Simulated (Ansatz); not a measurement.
Ti(O)2 anion (O2Ti), SMILES [O]=[Ti]=[O] (connectivity only; charge and spin as stated), charge -1, multiplicity 2. Atoms are numbered in the order given.

```xyz
3

Ti     0.0000     0.0000     0.4645
O      0.0000     1.3832    -0.4759
O      0.0000    -1.3832    -0.4759
```
Charge -1, spin multiplicity 2.

Geometry: r2SCAN-D4/def2-TZVPD. The multiplicity is an assumed one; other spin states were not compared. The isomer is the one that the SMILES or the coordinates give; other isomers of the formula were not compared.

Two levels are set side by side: PBE-D3(BJ)/def2-TZVPD (Ansatz, a quantum-chemistry and plane-wave program) and r2SCAN-D4/def2-TZVPD (Ansatz). Each level has its own optimised geometry; the coordinates shown are those of the second. Differences are taken from unrounded values.

```json
[
 {"quantity": "mean bond length (Å)", "r2SCAN-D4": "1.673"},
 {"quantity": "bond Ti1–O2 (Å)", "r2SCAN-D4": "1.673"},
 {"quantity": "bond Ti1–O3 (Å)", "r2SCAN-D4": "1.673"}
]
```

### Question
What does PBE-D3(BJ) give, and how far is it from r2SCAN-D4? (Estimate from the structure and the level; the computed values follow.)

### Answer

```csv
quantity,PBE-D3(BJ),PBE-D3(BJ) minus r2SCAN-D4
mean bond length (Å),1.683,0.010
bond Ti1–O2 (Å),1.683,0.010
bond Ti1–O3 (Å),1.683,0.010
```

Here PBE gives about what the other level gives.
